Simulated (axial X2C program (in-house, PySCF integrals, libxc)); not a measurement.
**ScI: from the spin-free to the two-component result**

All values were computed with an in-house relativistic program for diatomic molecules. Spin-free means the one-electron spin-free X2C Hamiltonian; two-component (2c) means X2C with spin–orbit coupling and atomic mean-field two-electron Coulomb and Gaunt terms, so the difference of the two also holds small scalar two-electron terms. Basis: I dyall-cv3z [11s12p8d4f1g], Sc dyall-cv3z [10s11p7d5f2g] (cores contracted in-house); Gaussian nuclei, density fitting, unrestricted open shells. Masses: I 126.904 u, Sc 44.956 u.

Spin-free state: M_S = 1, Λ = 2 (beyond evenly filled blocks: σα, δ+α); fragments I + Sc.

```tsv
level	Re (Å)	ωe (cm⁻¹)	De (eV)	μ (D)
PBE0	2.694	252.2	3.414	4.23
HF	2.815	234.6	2.833	4.20
MP2	2.776	241.8	3.260	n/a
CCSD	2.771	242.9	2.964	n/a
CCSD(T)	2.767	243.2	3.032	n/a
LDA	2.623	267.4	4.021	3.64
```

Correlated methods: 10 electrons correlated (number of frozen shells: I 4 s, 3 p, 2 d; Sc 3 s, 2 p), 350 virtual spin orbitals or spinors in MP2, 90 natural virtuals in coupled cluster.

Dipoles are positive if Sc is the positive end.

Two-component determinant lowest at the distance of the search:

Ω = 1 (⟨Sz⟩ = -1.00, ⟨Lz⟩ = 2.00 at HF); fragments I + Sc.

```
  level  Re (Å)  ωe (cm⁻¹)  De (eV)  μ (D)
   PBE0   2.697      250.9    3.159   4.20
     HF   2.818      233.5    2.530   4.19
    MP2   2.779      240.7    2.979    n/a
   CCSD   2.773      241.8    2.675    n/a
CCSD(T)   2.770      242.1    2.744    n/a
    LDA   2.626      265.7    3.724   3.61
```

Task: From the two tables, how do the constants change at the CCSD(T) level (2c against spin-free)?

Result: At the CCSD(T) level Re goes up by 0.003 Å and ωe falls by 1.1 cm⁻¹; De changes by -0.288 eV.

The state is a single determinant with fixed occupations, the lowest that a limited PBE0 search found. De is counted from the lowest determinant-based energies of the atoms at the same level, without counterpoise correction. Density functionals use the spin component along the axis (collinear). CCSD and (T) use frozen natural virtuals with an MP2 correction for the truncation; (T) itself is uncorrected, so its De runs slightly low. In 2c an atomic determinant is not the ground J level, so De misses part of the atomic spin–orbit lowering. This holds for PBE0. PBE0 can misorder states that lie within some tenths of an eV, so this need not be the ground state of the molecule. The nearest other spin-free determinant of the search, M_S = 1, Λ = 1, lies 0.16 eV up at the distance of the search. The functionals have no current-density term, which raises determinants with orbital currents, atoms included. With several unpaired electrons one determinant need not be a pure state. The outer-core s and p shells of the metal are frozen in the correlated rows, which leaves out core–valence correlation; for alkali and alkaline-earth bonds that tends to lengthen them. At some level and bond length an empty orbital lies below a filled one. With the outer-core shells frozen, correlated bond lengths of heavy atoms tend to come out a few hundredths of an ångström too long.
